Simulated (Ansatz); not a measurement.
Calculated with Ansatz (gas phase, PBE0-D4/def2-TZVP geometries, no zero-point term in ΔE). CCSD(T)/CBS adds triple-zeta CCSD(T) − MP2 to the extrapolated MP2 energy (def2 sets, frozen cores). Functionals use def2-TZVPP. For Se outer-core shells are correlated without core-valence functions, which leaves a few kJ/mol of doubt a bond. Scalar relativity is left out up to krypton. One conformer a species, not always the lowest.

`CCSCN` + `[SiH3][SeH]` → `NC[Se][SiH3]` + `CCS`  (substitution at a C–S bond)

| species | r2SCAN-D4 energy (Eh) |
| --- | --- |
| `CCSCN` | -572.62444 |
| `[SiH3][SeH]` | -2693.43521 |
| `NC[Se][SiH3]` | -2788.08021 |
| `CCS` | -477.97801 |

Problem. Work out ΔE.

Solution. ΔE = (-2788.08021) + (-477.97801) − (-572.62444) − (-2693.43521) = 0.00143 Eh = +3.8 kJ/mol. CCSD(T)/CBS gives +3.1 kJ/mol.

Largest T1 diagnostic among the species: 0.010.

In def2-TZVPP, CCSD(T) changes the Hartree–Fock value by −5.5 kJ/mol (the triples alone add −0.5 kJ/mol) and MP2 by −6.4 kJ/mol.
